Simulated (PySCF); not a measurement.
## Static response to an electric field

Compound: C₅H₄FN.
Geometry (PBE0-D3(BJ)/def2-SVP, Å), atoms numbered from 1 in this order:
```
atom  x, y, z in Å
C1     2.0693   -0.9071    0.8445
C2     1.1653   -0.3167    0.3024
C3     0.0611    0.3849   -0.3514
C4    -0.2387    1.6531    0.3209
N5    -0.5158    2.6447    0.8469
C6    -1.2180   -0.4653   -0.4289
F7    -0.9622   -1.5873   -1.1521
H8     2.8760   -1.4294    1.3263
H9     0.3591    0.6245   -1.3889
H10   -2.0133    0.1182   -0.9210
H11   -1.5451   -0.7446    0.5853
```

Level: wB97X-D/def2-SVPD (PySCF), static field, nuclei fixed, core orbitals frozen in the response. The polarisability tensor in these axes (au):

```
x    64.32 -10.59   6.65
y   -10.59  66.68   2.34
z     6.65   2.34  52.70
```

Question: What are the eigenvalues, a third of the trace, and Δα (Δα² = ½Σ(αi − αj)² over the three pairs)?

Answer: Principal values 47.02, 60.19 and 76.49 au; mean 61.23 au = 9.07 Å³ = 10.10 × 10⁻⁴⁰ C²·m²/J; Δα = 25.57 au (42 % of the mean).

Question: What is the dipole moment, and where does it point?

Answer: (0.43, -1.89, -0.86) D, 2.12 D in size, pointing from the negative to the positive side. Measured along this direction, the outermost atoms are N5 at the negative end and F7 at the positive end.

Question: Find the Langevin capture rate constant for NH4+ (18.034 u) meeting this molecule (97.033 u), k = 2.342 × 10⁻⁹ cm³/s × √(α in Å³ / reduced mass in u).

Answer: The reduced mass is 15.21 u, so k = 1.81 × 10⁻⁹ cm³/s. The formula leaves out the permanent dipole, which adds to the capture rate.

Question: Rayleigh depolarisation ratio (linearly polarised light, static tensor)?

Answer: ρ = 3Δα²/(45ᾱ² + 4Δα²) = 1961.3/(168732 + 2615.1) = 0.0114.

Question: What molar refraction does this α imply?

Answer: Lorentz–Lorenz: R = (4π/3)N_A α = 2.5225 cm³/(mol·Å³) × 9.07 Å³ = 22.9 cm³/mol, in the limit of long wavelengths.

Question: Orientational against electronic polarisability at 273 K (dilute gas, rigid molecules)?

Answer: In Gaussian units μ²/3kT = 39.86 Å³ against 9.07 Å³, a ratio of 4.39; the Debye molar polarisation (4π/3)N_A(α + μ²/3kT) is 123.4 cm³/mol, leaving out the vibrational part.

The structure is a single PBE0-D3(BJ)/def2-SVP conformer in the gas phase; no vibrational or solvent corrections.
